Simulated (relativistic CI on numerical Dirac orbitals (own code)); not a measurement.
**Cu2+ in a cubic cluster: 1s photoemission with charge transfer**

Computed with a charge-transfer multiplet model of a cubic metal-ligand cluster with up to one ligand hole, Slater and spin-orbit integrals from Dirac-Coulomb-Breit ions, Slater integrals scaled by 0.8. The ground state mixes d9 with configurations of k ligand holes L, whose averages lie at kΔ + k(k − 1)U_dd/2; a core hole lowers each added d electron by U_cd. 300 K, Lorentzian 1.1 eV and Gaussian 0.6 eV FWHM.

Atomic integrals in eV (Slater integrals scaled, ζ unscaled), ground: F2dd 11.066, F4dd 6.905, zeta_d 0.099; with the core hole: F2dd 11.066, F4dd 6.905, zeta_d 0.136, G2cd 0.070.

Cluster parameters (eV): U_dd = 7, U_cd = 8.5, 10Dq = 1.4, 10Dq(ligand) = 1.2, V(eg) = 1.4, V(t2g) = -0.67, final-state hopping factor = 0.9.

| Case | n_d | d9 | d10L | S |
| --- | --- | --- | --- | --- |
| Δ = 0.6 eV | 9.37 | 0.63 | 0.37 | 0.50 |
| Δ = 1.6 eV | 9.24 | 0.76 | 0.24 | 0.50 |
| Δ = 2.6 eV | 9.15 | 0.85 | 0.15 | 0.50 |
| Δ = 3.6 eV | 9.10 | 0.90 | 0.10 | 0.50 |
| Δ = 5.6 eV | 9.05 | 0.95 | 0.05 | 0.50 |

Weights, n_d and S are thermal averages at 300 K. Binding energies count from the first peak over 30 % of the highest in each spectrum, which can be another peak from case to case. The parameters are a model scan and need not match a compound or its usual spin state. Peaks in eV (height, largest 100):
- Δ = 0.6 eV: 0.0 (100), 8.1 (89)
- Δ = 1.6 eV: 0.0 (68), 7.2 (100)
- Δ = 2.6 eV: 0.0 (48), 6.3 (100)
- Δ = 3.6 eV: 0.0 (41), 5.4 (100)
- Δ = 5.6 eV: 0.0 (48), 3.7 (100)

Curve for Δ = 3.6 eV (points under 2 left out, the grid thinned):

E (eV), Intensity and a bar:
```
     -3.0        2.1 
     -2.7        2.5 
     -2.4        3.1 
     -2.1        3.9 #
     -1.9        4.6 #
     -1.6        6.2 #
     -1.3        8.9 ##
     -1.0       13.6 ####
     -0.7       21.7 ######
     -0.4       33.0 #########
     -0.1       41.0 ############
      0.2       37.9 ###########
      0.4       31.0 #########
      0.7       20.3 ######
      1.0       13.3 ###
      1.3        9.6 ##
      1.6        7.6 ##
      1.9        6.6 #
      2.2        6.3 #
      2.4        6.4 #
      2.7        6.8 #
      3.0        7.8 ##
      3.3        9.4 ##
      3.6       12.1 ###
      3.9       16.6 ####
      4.2       24.6 #######
      4.4       33.2 ##########
      4.7       53.7 ################
      5.0       81.7 ########################
      5.3      100.0 ##############################
      5.6       90.2 ###########################
      5.9       62.8 ###################
      6.2       39.0 ###########
      6.4       28.4 ########
      6.7       18.6 #####
      7.0       12.9 ###
      7.3        9.4 ##
      7.6        7.2 ##
      7.9        5.6 #
      8.2        4.5 #
      8.5        3.7 #
      8.7        3.3 
      9.0        2.8 
      9.3        2.4 
      9.6        2.1
```

For the case Δ = 2.6 eV, Δ = 2.6 eV is smaller than U_dd = 7 eV, the charge-transfer side of the Zaanen-Sawatzky-Allen scheme. With the core hole the configuration with one ligand hole lies at Δ − U_cd = -7.9, -6.9, -5.9, -4.9, -2.9 eV from the one without, in the order of the table; where this is negative the screened configuration lies lower.
